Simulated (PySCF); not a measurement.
## Correlation energy of Cl²⁺ (chlorine, charge +2)

[Ne] 3s1 3p4, high-spin 4P determinant (an excited configuration). Calculation: PySCF 2.14, in x2c-QZVPPall with one added diffuse shell each of s, p, d, f type (10s7p5d3f1g, 86 functions); scalar relativity by spin-free X2C-1e. Frozen: [Ne]; 5 electrons correlated.

```
  level  correlation energy (mhartree)
   CCSD                        -145.43
    (T)                          -8.67
CCSD(T)                        -154.10
```

Diagnostics: T1 = 0.013, D1 = 0.0316, largest double amplitude 0.194.

A double-excitation amplitude exceeds 0.15, a sign of near-degeneracy.

Cost of the coupled-cluster step: roughly 17 core-seconds, for 5 correlated electrons.
